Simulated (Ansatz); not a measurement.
`C[O][Al-]([CH3])([CH3])[OH2+]`, one more setting.

```yaml
crystal:
  periodic: [false, false, false]
  atoms:
    - {symbol: C, position_ang: [-1.321988, -1.976785, 0.623621]}
    - {symbol: O, position_ang: [-0.336127, -1.020211, 0.856303]}
    - {symbol: Al, position_ang: [0.232337, 0.316586, -0.123171]}
    - {symbol: C, position_ang: [2.048090, 0.171019, -0.858577]}
    - {symbol: C, position_ang: [-1.148554, 1.359524, -1.038428]}
    - {symbol: O, position_ang: [0.582974, 1.159916, 1.665539]}
    - {symbol: H, position_ang: [-1.693578, -2.377889, 1.573549]}
    - {symbol: H, position_ang: [-0.934375, -2.822864, 0.040773]}
    - {symbol: H, position_ang: [-2.183920, -1.564613, 0.080584]}
    - {symbol: H, position_ang: [2.496709, 1.149445, -1.064746]}
    - {symbol: H, position_ang: [2.039722, -0.366208, -1.813335]}
    - {symbol: H, position_ang: [2.732966, -0.376903, -0.202279]}
    - {symbol: H, position_ang: [-0.777353, 2.339430, -1.355864]}
    - {symbol: H, position_ang: [-2.026256, 1.530751, -0.407352]}
    - {symbol: H, position_ang: [-1.500218, 0.852183, -1.943650]}
    - {symbol: H, position_ang: [1.514865, 1.266415, 1.883218]}
    - {symbol: H, position_ang: [0.255706, 0.359603, 2.124015]}
basis:
  gaussian: {orbitals: "6-31++G**", nuclear_model: gaussian}
hamiltonian: {xc: {name: wPBEh}}
```

```sh
$ ansatz run in.yaml --threads 4 --pin off --events-out ev --progress --plain --max-ram 11315MiB
```

Shortened log:

```
Functional definition: wPBEh
1873 factors; their error is unknown
187 factors; integrals over basis functions are off by at most 6.8e-7 eV
mean field evaluation 1: about -13950.9341 eV, gradient 1.0e2 eV
mean field evaluation 2: about -13925.4493 eV, gradient 1.4e2 eV
mean field evaluation 4: about -13973.2692 eV, gradient 9.3e0 eV
mean field evaluation 8: about -13973.4468 eV, gradient 2.3e-1 eV
mean field evaluation 16: about -13973.4687 eV, gradient 3.7e-4 eV
mean field -13973.46866030 eV, -513.5155017088 hartree, gradient 7.9e-5 eV, S^2 0.000000; 0 other end points of the search recorded, 0 dependent functions left out
reference -13973.46876550 eV, -513.5155055747 hartree; 29, 29 occupied and 155, 155 virtual orbitals, 1873 factors
Total energy: -13973.46876550 eV, -513.5155055747 hartree
```

Run time 2.6 s (4 threads of an Arm Neoverse V2 on a shared host); peak host memory 0.44 GiB.
